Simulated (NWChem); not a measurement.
All runs are NWChem calculations. System: C4H5FSi, charge 0, spin multiplicity 1, at a geometry optimised with B3LYP/def2-SVP. The structure started from a generated list of species. Level: MP2/def2-SVP, 10 core orbitals frozen.

Job file:

```
start mol
memory heap 200 mb stack 800 mb global 1000 mb
geometry units angstroms nocenter noautoz
  C     -3.209091    -0.085967     0.000000
  C     -2.002672     0.042967     0.000000
  C     -0.583105     0.194557     0.000000
  F     -0.182595     1.485221     0.000000
  C      0.336595    -0.783406     0.000000
  Si     2.188397    -0.458164     0.000000
  H     -4.277224    -0.201801     0.000000
  H     -0.048800    -1.806774     0.000000
  H      2.596670     0.310680     1.210979
  H      2.596670     0.310680    -1.210979
  H      2.888123    -1.774374     0.000000
  symmetry group Cs
end
basis spherical
  * library def2-svp
end
scf
  rhf
  nopen 0
  maxiter 100
  thresh 1e-7
  semidirect memsize 60000000 filesize 0
end
mp2
  freeze core 10
end
task mp2 energy
```

Output (cleaned and shortened):

```
             Northwest Computational Chemistry Package (NWChem) 7.3.0
             --------------------------------------------------------

                                NWChem Input Module
                                -------------------

 Scaling coordinates for geometry "geometry" by  1.889725989
 (inverse scale =  0.529177249)

 Turning off AUTOSYM since
 SYMMETRY directive was detected!

                             Geometry "geometry" -> ""
                             -------------------------

 Output coordinates in angstroms (scale by  1.889725989 to convert to a.u.)

  No.       Tag          Charge          X              Y              Z
 ---- ---------------- ---------- -------------- -------------- --------------
    1 C                    6.0000    -3.20909100    -0.08596700     0.00000000
    2 C                    6.0000    -2.00267200     0.04296700     0.00000000
    3 C                    6.0000    -0.58310500     0.19455700     0.00000000
    4 F                    9.0000    -0.18259500     1.48522100     0.00000000
    5 C                    6.0000     0.33659500    -0.78340600     0.00000000
    6 Si                  14.0000     2.18839700    -0.45816400     0.00000000
    7 H                    1.0000    -4.27722400    -0.20180100     0.00000000
    8 H                    1.0000    -0.04880000    -1.80677400     0.00000000
    9 H                    1.0000     2.59667000     0.31068000     1.21097900
   10 H                    1.0000     2.59667000     0.31068000    -1.21097900
   11 H                    1.0000     2.88812300    -1.77437400     0.00000000

 Effective nuclear repulsion energy (a.u.)     246.1176131664

            Nuclear Dipole moment (a.u.)
            ----------------------------
        X                 Y               Z
 ---------------- ---------------- ----------------
     0.0000075589     0.0000188973     0.0000000000

      Symmetry information
      --------------------

 Group name             Cs
 Group number              2
 Group order               2
 No. of unique centers    10

      Symmetry unique atoms

     1    2    3    4    5    6    7    8    9   11


 Summary of "ao basis" -> "" (spherical)
 ------------------------------------------------------------------------------
       Tag                 Description            Shells   Functions and Types
 ---------------- ------------------------------  ------  ---------------------
 *                          def2-svp                  on all atoms

 Summary of "ao basis" -> "ao basis" (spherical)
 ------------------------------------------------------------------------------
       Tag                 Description            Shells   Functions and Types
 ---------------- ------------------------------  ------  ---------------------
 C                          def2-svp                 6       14   3s2p1d
 F                          def2-svp                 6       14   3s2p1d
 Si                         def2-svp                 8       18   4s3p1d
 H                          def2-svp                 3        5   2s1p

                                 NWChem SCF Module
                                 -----------------

  ao basis        = "ao basis"
  functions       =   113
  atoms           =    11
  closed shells   =    26
  open shells     =     0
  charge          =   0.00
  wavefunction    = RHF
  use symmetry    = T
  symmetry adapt  = T

 Summary of "ao basis" -> "ao basis" (spherical)
 ------------------------------------------------------------------------------
[...]
              MO Center= -1.3D+00, -1.1D-01,  5.1D-15, r^2= 6.9D+00
   Bfn.  Coefficient  Atom+Function         Bfn.  Coefficient  Atom+Function
  ----- ------------  ---------------      ----- ------------  ---------------
     8      0.660588   1 C  py               22     -0.605763   2 C  py
    81     -0.579938   6 Si px               82     -0.486024   6 Si py
    59     -0.326590   5 C  s                63     -0.306820   5 C  px
     5      0.301748   1 C  py               19     -0.299264   2 C  py
   110     -0.276992  11 H  s                31     -0.274933   3 C  s

 Vector   29  Occ=0.000000D+00  E= 1.724058D-01  Symmetry=a'
              MO Center=  1.7D+00, -6.9D-01, -1.2D-15, r^2= 6.0D+00
   Bfn.  Coefficient  Atom+Function         Bfn.  Coefficient  Atom+Function
  ----- ------------  ---------------      ----- ------------  ---------------
    59      1.657699   5 C  s                81      1.403848   6 Si px
    95     -0.947185   8 H  s               110     -0.754267  11 H  s
    31     -0.629547   3 C  s                21      0.625070   2 C  px
     3      0.499589   1 C  s                63      0.320307   5 C  px
     7      0.310629   1 C  px               73      0.272304   6 Si s

 center of mass
 --------------
 x =  -0.07480030 y =   0.08748703 z =   0.00000000

 moments of inertia (a.u.)
 ------------------
         232.657980271230         135.155769688244           0.000000000000
         135.155769688244        1267.732339760929           0.000000000000
           0.000000000000           0.000000000000        1479.278969636453

  Mulliken analysis of the total density
  --------------------------------------

    Atom       Charge   Shell Charges
 -----------   ------   -------------------------------------------------------
    1 C    6     6.27   1.99  0.88  0.52  1.93  0.92  0.03
    2 C    6     5.82   1.99  0.89  0.16  2.00  0.75  0.04
    3 C    6     5.65   1.99  0.90  0.22  1.91  0.53  0.10
    4 F    9     9.33   1.99  1.13  0.82  3.33  2.06  0.01
    5 C    6     6.43   1.99  0.88  0.37  2.01  1.15  0.03
    6 Si  14    13.28   2.00  1.99  0.94  0.15  5.94  1.23  0.80  0.22
    7 H    1     0.90   0.72  0.14  0.03
    8 H    1     0.91   0.73  0.15  0.03
    9 H    1     1.13   0.74  0.38  0.01
   10 H    1     1.13   0.74  0.38  0.01
   11 H    1     1.15   0.75  0.39  0.01

       Multipole analysis of the density wrt the origin
       ------------------------------------------------

     L   x y z        total         open         nuclear
     -   - - -        -----         ----         -------
     0   0 0 0     -0.000000      0.000000     52.000000

     1   1 0 0     -0.529230      0.000000      0.000008
     1   0 1 0     -0.629912      0.000000      0.000019
     1   0 0 1      0.000000      0.000000      0.000000

     2   2 0 0    -25.815075      0.000000    700.087470
     2   1 1 0      0.730978      0.000000    -71.997870
     2   1 0 1      0.000000      0.000000      0.000000
     2   0 2 0    -33.885405      0.000000    119.285042
     2   0 1 1     -0.000000      0.000000      0.000000
     2   0 0 2    -33.855218      0.000000     10.473718

                   NWChem MP2 Semi-direct Energy/Gradient Module
                   ---------------------------------------------

  Basis functions       =    113
  Molecular orbitals    =    113
  Frozen core           =     10
  Frozen virtuals       =      0
  Active alpha occupied =     16
  Active beta occupied  =     16
  Active alpha virtual  =     87
  Active beta virtual   =     87
  Use MO symmetry       = T
  Use skeleton AO sym   = T

  AO/Fock/Back tols     =   1.0D-09  1.0D-09  1.0D-09

 GA uses MA = F    GA memory limited = T

 Available:
  local mem=  1.15D+08
 global mem=  1.31D+08
 local disk=  0.00D+00
  mp2_memr nvloc                    87
  nvloc new                    87
   1 passes of  16:        3145728                      61544                  27651993.
   1 passes of  16: M    114683649           G      131046462           F     111537921.

 Semi-direct pass number   1 of   1  for RHF alpha+beta  at        5.7s
  vrange nnbf                  5838
  mp2_eaftype                   105  avail_ma_in_mb                   999
 EAF : mp2_eaftype filesize         105   13825996.
  mp2_eaf for mointskh                    105
Node 0 wrote     65.0 Mb in      0.0 s     Agg I/O rate:  1668.0 Mb/s
 Done moints_semi at       12.8s
  mp2_eaftype                   105  avail_ma_in_mb                   894
 EAF : mp2_eaftype filesize         105   13825996.
  mp2_eaf for kh                   105
 Done maket at       13.4s
 Done multipass loop at       13.4s

          -------------------------------------------
          SCF energy                -542.367975818476
          Correlation energy          -0.792463197834
          Singlet pairs               -0.499454576711
          Triplet pairs               -0.293008621123
          Total MP2 energy          -543.160439016310
          -------------------------------------------

          ---------------------------------------------------
                    Spin Component Scaled (SCS) MP2
          Same spin pairs                     -0.195339080749
          Same spin scaling factor             0.333333333333
          Opposite spin pairs                 -0.597124117085
          Opposite spin scaling fact.          1.200000000000
          SCS-MP2 correlation energy          -0.781661967419
          Total SCS-MP2 energy              -543.149637785894
          ---------------------------------------------------

 -----------------------
 Performance information
 -----------------------

 Timer overhead =  1.87D-07 seconds/call

               Nr. of calls         CPU time (s)                 Wall time (s)                GFlops
             ---------------    -------------------     ------------------------------   -------------------
Name         Min   Avg   Max    Min     Avg     Max     Min     Avg     Max   Mx/calls   Min     Max     Sum
mp2: moin     1     1     1    7.1     7.1     7.1      7.1     7.1     7.1     7.1      0.0     0.0     0.0
mp2: make     1     1     1   0.61    0.61    0.61     0.61    0.61    0.61    0.61      0.0     0.0     0.0
mp2: tota     1     1     1    7.8     7.8     7.8      7.8     7.8     7.8     7.8      0.0     0.0     0.0

 The average no. of pstat calls per process was 3.00D+00
 with a timing overhead of 5.61D-07s

 Task  times  cpu:       13.4s     wall:       13.4s

 Total times  cpu:       13.4s     wall:       13.4s
```
